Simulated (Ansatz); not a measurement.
One geometry of the cluster GaSb₂⁻, several levels of theory.

```yaml
crystal:
  periodic: [false, false, false]
  atoms:
    - {symbol: Ga, position_ang: [-0.734489, -1.544289, -0.022330]}
    - {symbol: Sb, position_ang: [1.621580, 0.175005, 0.049692]}
    - {symbol: Sb, position_ang: [-0.887092, 1.369283, -0.027362]}
basis:
  gaussian: {orbitals: def2-TZVPD, initial_orbitals: start.molden}
total_charge: -1
magnetization: {spin_polarized: true, initial_magnetization: 4}
correlation: {method: mp2}
scf: {omitted_lower_state_checks: [starts]}
output: {orbitals: {seedname: orbitals}}
```

The file start.molden holds the orbitals of an earlier run on this structure, at another level or in another basis.

```sh
$ ansatz run in.yaml --threads 4 --pin off --events-out ev --progress --plain --max-ram 3916MiB
```

Output, abridged:

```
Functional definition: HF
1355 factors; integrals over basis functions are off by at most 6.6e-4 eV
mean field evaluation 1: about -65355.9636 eV, gradient 1.8e1 eV
mean field evaluation 2: about -65356.7493 eV, gradient 1.0e0 eV
mean field evaluation 4: about -65356.7871 eV, gradient 9.3e-2 eV
mean field evaluation 8: about -65356.7872 eV, gradient 2.2e-5 eV
mean field -65356.78719723 eV, -2401.8176290766 hartree, gradient 2.1e-6 eV, S^2 6.086033; 0 other end points of the search recorded, 0 dependent functions left out
17 core orbitals not correlated: weight in the atoms' cores, before any rotation towards them, 1.000 or more for the frozen orbitals, at most 0.000 for the correlated occupied ones
reference -65356.78719723 eV, -2401.8176290766 hartree; 24, 20 occupied and 125, 129 virtual orbitals, 1355 factors
second order -23.36093906 eV of doubles, -0.00000000 eV of singles
Total energy: -65380.14813629 eV, -2402.6761277524 hartree
Checks for a lower state left out: starts
```

It took 4.2 s on 4 threads of Intel Xeon on a shared host, peak host memory 0.57 GiB.

As the first input, with `hamiltonian: {xc: {name: BHLYP}, dispersion: d4}` and without the key `correlation` (abridged; 5.5 s):

```
Functional definition: BHLYP
mean field -65449.69507136 eV, -2405.2319304757 hartree, gradient 6.3e-6 eV, S^2 6.022814
Total energy: -65450.03779260 eV, -2405.2445252490 hartree
Checks for a lower state left out: starts
```

First input, but with `hamiltonian: {xc: pbe}`, `correlation: {method: rpa}` and without the key `output` (abridged; 4.5 s):

```
Functional definition: PBE
mean field -65446.20101096 eV, -2405.1035261244 hartree, gradient 2.3e-6 eV, S^2 6.006374
17 core orbitals not correlated: weight in the atoms' cores, before any rotation towards them, 1.000 or more for the frozen orbitals, at most 0.000 for the correlated occupied ones
Total energy: -65387.79473960 eV, -2402.9571352412 hartree
Checks for a lower state left out: starts
```

First input, but with `hamiltonian: {xc: pbe0, dispersion: d4}` and without the key `correlation` (abridged; 4.4 s):

```
Functional definition: PBE0
mean field -65447.72874792 eV, -2405.1596694221 hartree, gradient 5.7e-6 eV, S^2 6.015236
Total energy: -65447.86381460 eV, -2405.1646330311 hartree
Checks for a lower state left out: starts
```

The first input with `hamiltonian: {xc: r2scan, dispersion: d4}` and without the key `correlation` (abridged; 5.5 s):

```
Functional definition: r2SCAN
mean field -65459.06629327 eV, -2405.5763165288 hartree, gradient 5.6e-6 eV, S^2 6.019173
Total energy: -65459.09246662 eV, -2405.5772783819 hartree
Checks for a lower state left out: starts
```

First input, but with `hamiltonian: {xc: {name: BLYP}, dispersion: d4}` and without the key `correlation` (abridged; 2.8 s):

```
Functional definition: BLYP
mean field -65453.45159652 eV, -2405.3699802291 hartree, gradient 1.4e-5 eV, S^2 6.004315
Total energy: -65453.76764955 eV, -2405.3815949636 hartree
Checks for a lower state left out: starts
```

The first input with `hamiltonian: {xc: {name: LC-wPBE}}` and without the key `correlation` (abridged; 7 s):

```
Functional definition: LC-wPBE
mean field -65448.16161864 eV, -2405.1755771277 hartree, gradient 7.3e-6 eV, S^2 6.047687
Total energy: -65448.16161864 eV, -2405.1755771279 hartree
Checks for a lower state left out: starts
```

Geometry: B3LYP-D4/def2-TZVPD.

In the def2 sets Sb takes a core potential; there is no spin–orbit coupling. LC-ωPBE has ω = 0.4 bohr⁻¹. Correlated methods freeze 17 core orbitals; core or outer-core shells of Ga, Sb are correlated, in sets that lack core-valence functions. At BHLYP-D4/def2-TZVPD, PBE0-D4/def2-TZVPD, r2SCAN-D4/def2-TZVPD, BLYP-D4/def2-TZVPD the highest occupied level of the charge -1 quintet lies above zero (up to 1.75 eV). It is a level of α spin, whose loss leaves a quartet; that state wasn't run at this geometry and level. The electron is either unbound and held by the finite basis, or the level is raised by self-interaction error. At PBE0-D4/def2-TZVPD a singlet of charge -1 lies 2.21 eV below the quintet, each at its own geometry. The structure comes from a short search, and lower isomers may exist.
